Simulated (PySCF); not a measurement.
# Magnetisability: SMILES N([SiH2]N(C)C)C=O, C3H10N2OSi

Geometry:
| atom | x (Å) | y (Å) | z (Å) |
| --- | --- | --- | --- |
| C1 | -1.138 | -1.439 | -0.104 |
| N2 | -0.927 | -0.010 | -0.131 |
| C3 | -2.172 | 0.708 | -0.031 |
| Si4 | 0.516 | 0.720 | 0.459 |
| N5 | 1.781 | -0.154 | -0.394 |
| C6 | 3.031 | 0.263 | -0.164 |
| O7 | 3.287 | 1.157 | 0.605 |
| H8 | -1.677 | -1.749 | 0.800 |
| H9 | -0.186 | -1.962 | -0.128 |
| H10 | -1.732 | -1.742 | -0.972 |
| H11 | -2.677 | 0.514 | 0.923 |
| H12 | -2.841 | 0.400 | -0.839 |
| H13 | -1.989 | 1.774 | -0.112 |
| H14 | 0.788 | 0.570 | 1.891 |
| H15 | 0.491 | 2.103 | 0.003 |
| H16 | 1.625 | -0.868 | -1.085 |
| H17 | 3.814 | -0.276 | -0.729 |

Method: GIAO HF/def2-SVP magnetisability, non-relativistic, IEF-PCM dimethylsulfoxide (PySCF 2.14.0). Geometry: GFN2-xTB.

How diamagnetic is it, and how anisotropic?

Isotropic -1159 × 10⁻³⁰ J/T², or -69.8 × 10⁻⁶ cm³/mol; principal values -1239, -1149, -1089 × 10⁻³⁰ J/T², anisotropy 130 × 10⁻³⁰ J/T² (root of half the summed squared differences of the principal values). The susceptibility is in cgs units.

Split it along the inertial axes a, b, c into diamagnetic and paramagnetic parts about the centre of mass, with the quadrupole moment.


| axis | χ (10⁻⁶ cm³/mol) | diamagnetic (10⁻⁶ cm³/mol) | paramagnetic (10⁻⁶ cm³/mol) | summed x² of all electrons (Å²) | quadrupole Θ (D Å) |
| --- | --- | --- | --- | --- | --- |
| a | -68.8 | -341.3 | 272.5 | 253.1 | -7.63 |
| b | -67.5 | -1167.0 | 1099.5 | 58.4 | +7.66 |
| c | -73.0 | -1321.5 | 1248.5 | 22.0 | -0.03 |

Anisotropies 2χaa − χbb − χcc = +2.9 and 2χbb − χaa − χcc = +6.7 × 10⁻⁶ cm³/mol. Θ is traceless in Buckingham's convention.
